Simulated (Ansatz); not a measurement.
Computed with Ansatz on PBE0-D4/def2-TZVP structures; ΔE is electronic, products minus reactants. CBS: MP2 limit from def2 TZ/QZ plus the TZ coupled-cluster correction, frozen cores. Functionals use def2-TZVPP. B3LYP here is the variant with VWN-RPA as its local correlation; programs differ in this. For Ge outer-core shells are correlated without core-valence functions, which leaves a few kJ/mol of doubt a bond. Scalar relativity is left out up to krypton. One conformer a species, not always the lowest.

Reaction (cleavage of the Si–Ge bond): `[SiH3][GeH2][GeH2][SiH2][GeH3]` + `OC(O)(O)F` → `OC(O)(F)O[SiH3]` + `[GeH3][SiH2][GeH2][GeH3]`

```
             level  ΔE (kcal/mol)  difference from CCSD(T)/CBS
         r2SCAN-D4          -13.7                          0.5
           ωB97X-V          -15.0                         -0.8
           ωB97M-V          -15.2                         -1.0
            B2PLYP          -16.1                         -1.9
            r2SCAN          -14.0                          0.2
              PBE0          -11.8                          2.4
             B3LYP          -16.1                         -1.9
    MP2/def2-TZVPP          -15.0                         -0.8
SCS-MP2/def2-TZVPP          -16.5                         -2.3
   CCSD/def2-TZVPP          -15.3                         -1.1
CCSD(T)/def2-TZVPP          -14.4                         -0.2
     HF/def2-QZVPP          -21.8                         -7.6
    MP2/def2-QZVPP          -15.1                         -0.9
SCS-MP2/def2-QZVPP          -16.7                         -2.5
      HF/CBS(def2)          -21.9                         -7.7
    CCSD/CBS(def2)          -15.1                         -0.9
       CCSD(T)/CBS          -14.2                            0
```

Largest T1 diagnostic among the species: 0.012.

From PBE to PBE0 (25 % exact exchange), in def2-TZVPP and without D4, ΔE moves by −1.2 kcal/mol. The D4 term adds +1.4 kcal/mol with B3LYP and +0.9 kcal/mol with PBE0; it sums over pairs of atoms, weighted by their polarisabilities, and B3LYP, whose exchange is more repulsive, gets the larger term.
